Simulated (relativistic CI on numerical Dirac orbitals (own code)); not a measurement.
# Calculated levels, Sb VI

These numbers are calculated, not measured: Dirac-Coulomb-Breit CI, separate exchange-only KLI orbitals for each configuration, a model potential for QED, valence Slater integrals scaled by 0.85, P86 correlation estimate, and configurations built on the next ion tied to the tabulated ionisation energy (semi-empirical) (own radial code, finite nucleus).

Configuration list (outside the closed core [Ar] 3d10 4s2): 4p⁶4d¹⁰, 4p⁶4d⁹5s, 4p⁶4d⁹5p, 4p⁶4d⁹5d, 4p⁶4d⁹6s, 4p⁶4d⁹4f, 4p⁶4d⁹5f, 4p⁶4d⁸4f², 4p⁶4d⁸5s², 4p⁶4d⁹6p, 4p⁶4d⁹6d, 4p⁶4d⁸5s5p, 4p⁶4d⁹5g, 4p⁶4d⁹6f, 4p⁵4d¹⁰4f, 4p⁶4d⁸5p², 4p⁶4d⁸5s5d, 4p⁶4d⁸4f5s, 4p⁶4d⁸5p5d, 4p⁶4d⁸4f5p, 4p⁵4d¹⁰5s. Levels of other configurations are missing.

| No. | Configuration | Term | J | E (cm⁻¹) | % | Next component (%) | jj configuration (%) |
| --- | --- | --- | --- | --- | --- | --- | --- |
| 41 | 4p⁶4d⁹4f | ³D° | 3 | 506204 | 60 | 37 ³F° | 4d5/2^5 4f5/2 (51) |
| 42 | 4p⁶4d⁹4f | ³H° | 4 | 507139 | 71 | 18 ¹G° | 4d5/2^5 4f5/2 (43) |
| 43 | 4p⁶4d⁹4f | ³F° | 4 | 507393 | 84 | 10 ³G° | 4d5/2^5 4f7/2 (73) |
| 44 | 4p⁶4d⁹4f | ³G° | 5 | 509162 | 47 | 44 ¹H° | 4d5/2^5 4f7/2 (84) |
| 45 | 4p⁶4d⁹4f | ³D° | 1 | 509652 | 97 | 2 ³P° | 4d3/2^3 4d5/2^6 4f5/2 (40) |
| 46 | 4p⁶4d⁹4f | ³F° | 3 | 511140 | 39 | 26 ³D° | 4d5/2^5 4f5/2 (41) |
| 47 | 4p⁶4d⁹4f | ³D° | 2 | 511205 | 54 | 35 ¹D° | 4d3/2^3 4d5/2^6 4f7/2 (67) |
| 48 | 4p⁶4d⁹4f | ¹G° | 4 | 514498 | 40 | 33 ³G° | 4d3/2^3 4d5/2^6 4f5/2 (58) |
| 49 | 4p⁶4d⁹4f | ³G° | 5 | 515386 | 52 | 32 ¹H° | 4d3/2^3 4d5/2^6 4f7/2 (78) |
| 50 | 4p⁶4d⁹5d | ¹S | 0 | 515748 | 92 | 6 4p⁶4d⁹6d ¹S | 4d3/2^3 4d5/2^6 5d3/2 (50) |
| 51 | 4p⁶4d⁹4f | ³F° | 2 | 516369 | 65 | 22 ¹D° | 4d3/2^3 4d5/2^6 4f5/2 (92) |
| 52 | 4p⁶4d⁹6s | ³D | 3 | 518499 | 100 |  | 4d5/2^5 6s (100) |
| 53 | 4p⁶4d⁹4f | ³G° | 3 | 518972 | 52 | 23 ³F° | 4d3/2^3 4d5/2^6 4f7/2 (68) |
| 54 | 4p⁶4d⁹6s | ¹D | 2 | 519305 | 53 | 47 ³D | 4d5/2^5 6s (99) |
| 55 | 4p⁶4d⁹4f | ³G° | 4 | 520336 | 48 | 39 ¹G° | 4d3/2^3 4d5/2^6 4f7/2 (92) |
| 56 | 4p⁶4d⁹4f | ¹F° | 3 | 523623 | 66 | 29 ³G° | 4d3/2^3 4d5/2^6 4f5/2 (79) |
| 57 | 4p⁶4d⁹6s | ³D | 1 | 528649 | 100 |  | 4d3/2^3 4d5/2^6 6s (100) |
| 58 | 4p⁶4d⁹6s | ³D | 2 | 529247 | 53 | 47 ¹D | 4d3/2^3 4d5/2^6 6s (99) |
| 59 | 4p⁶4d⁸5s²‡ | ³F | 4 | 537582 | 95 | 2 4p⁶4d⁸5p² ³F | 4d5/2^4 (88) |
| 60 | 4p⁶4d⁸5s²‡ | ³F | 3 | 546510 | 97 | 2 4p⁶4d⁸5p² ³F | 4d3/2^3 4d5/2^5 (97) |
| 61 | 4p⁶4d⁸5s²‡ | ³F | 2 | 547764 | 55 | 33 ¹D | 4d5/2^4 (65) |
| 62 | 4p⁶4d⁹4f | ¹P° | 1 | 549135 | 66 | 22 4p⁶4d⁹5f ¹P° | 4d3/2^3 4d5/2^6 4f5/2 (35) |
| 63 | 4p⁶4d⁹6p | ³P° | 2 | 552478 | 81 | 16 ³D° | 4d5/2^5 6p1/2 (87) |
| 64 | 4p⁶4d⁹6p | ³F° | 3 | 553457 | 51 | 38 ¹F° | 4d5/2^5 6p1/2 (97) |
| 65 | 4p⁶4d⁸5s²‡ | ³P | 2 | 556416 | 56 | 31 ³F | 4d3/2^3 4d5/2^5 (44) |
| 66 | 4p⁶4d⁹6p | ³F° | 4 | 556603 | 100 |  | 4d5/2^5 6p3/2 (100) |
| 67 | 4p⁶4d⁹6p | ³P° | 1 | 557769 | 55 | 31 ¹P° | 4d5/2^5 6p3/2 (87) |
| 68 | 4p⁶4d⁹6p | ¹D° | 2 | 558025 | 48 | 25 ³D° | 4d5/2^5 6p3/2 (85) |
| 69 | 4p⁶4d⁹6p | ³D° | 3 | 558915 | 79 | 21 ¹F° | 4d5/2^5 6p3/2 (98) |
| 70 | 4p⁶4d⁸5s²‡ | ³P | 0 | 562572 | 91 | 6 ¹S | 4d5/2^4 (64) |
| 71 | 4p⁶4d⁸5s²‡ | ³P | 1 | 563218 | 97 | 2 4p⁶4d⁸5p² ³P | 4d3/2^3 4d5/2^5 (97) |
| 72 | 4p⁶4d⁹6p | ³F° | 2 | 563367 | 77 | 22 ¹D° | 4d3/2^3 4d5/2^6 6p1/2 (95) |
| 73 | 4p⁶4d⁹6p | ¹P° | 1 | 564787 | 60 | 22 ³P° | 4d3/2^3 4d5/2^6 6p1/2 (82) |
| 74 | 4p⁶4d⁹6p | ³P° | 0 | 565268 | 100 |  | 4d3/2^3 4d5/2^6 6p3/2 (100) |
| 75 | 4p⁶4d⁸5s²‡ | ¹D | 2 | 566941 | 55 | 32 ³P | 4d3/2^2 4d5/2^6 (62) |
| 76 | 4p⁶4d⁹6p | ³F° | 3 | 567378 | 49 | 41 ¹F° | 4d3/2^3 4d5/2^6 6p3/2 (99) |
| 77 | 4p⁶4d⁸5s²‡ | ¹G | 4 | 567645 | 95 | 2 4p⁶4d⁸5p² ¹G | 4d3/2^3 4d5/2^5 (88) |
| 78 | 4p⁶4d⁹6p | ³D° | 1 | 567905 | 76 | 22 ³P° | 4d3/2^3 4d5/2^6 6p3/2 (86) |
| 79 | 4p⁶4d⁹6p | ³D° | 2 | 568845 | 59 | 27 ¹D° | 4d3/2^3 4d5/2^6 6p3/2 (97) |
| 80 | 4p⁶4d⁸5s²‡ | ¹S | 0 | 604256 | 90 | 6 ³P | 4d3/2^2 4d5/2^6 (64) |
| 81 | 4d⁸(3F)5s<4F>5p‡ | ⁵D° | 4 | 606788 | 81 | 13 ⁵F° | 4d5/2^4 5s 5p1/2 (73) |
| 82 | 4p⁶4d⁹5f | ³P° | 0 | 607266 | 99 |  | 4d5/2^5 5f5/2 (99) |
| 83 | 4p⁶4d⁹5f | ³P° | 1 | 608316 | 89 | 10 ³D° | 4d5/2^5 5f5/2 (79) |
| 84 | 4p⁶4d⁹6d | ³S | 1 | 609446 | 69 | 26 ³P | 4d5/2^5 6d3/2 (68) |
| 85 | 4p⁶4d⁹5f | ³P° | 2 | 609837 | 65 | 21 ³D° | 4d5/2^5 5f7/2 (71) |

Energies count from the lowest computed level; ° marks odd parity. Percentages are summed over parent terms; the parents shown are those of the largest component, closed shells are left out there, and <> holds an intermediate term. Filled j subshells are mostly left out of the jj labels. ‡ marks configurations that were not tied to measured data.

The mean weight of the leading LS term, summed over parents, in these 45 levels is 71 %, and that of the leading jj configuration (from the same eigenvectors) 78 %.

Configurations that consist of the next ion and one excited electron were tied to the tabulated ionisation energy; Rydberg ones are usually within 1,000 to 3,000 cm⁻¹ and the lowest ones within about 6,000 (9,000 in d shells), while levels on excited terms of the next ion carry the error of that term, and the other configurations can be misplaced by 10,000 cm⁻¹ or more. Rates follow the energies as ν³ (E1, M1) or ν⁵ (E2), so rates, branching and lifetimes can be off by large factors. Levels and lines within the n = 5 or 6 shells can be off by up to 10 % or somewhat more, and those that change n by about 2 %, since core polarisation is missing. 2 of the 2 excited levels that our extract of the measured tables holds in this range could be paired (the sources list more); they are missed by 5640 cm⁻¹ on average and 5853 at most, and levels without a partner can miss by more.

LS names give the leading component of a level, which can be under half, so a name can repeat, a term be missing and a line seem to break the LS rules.
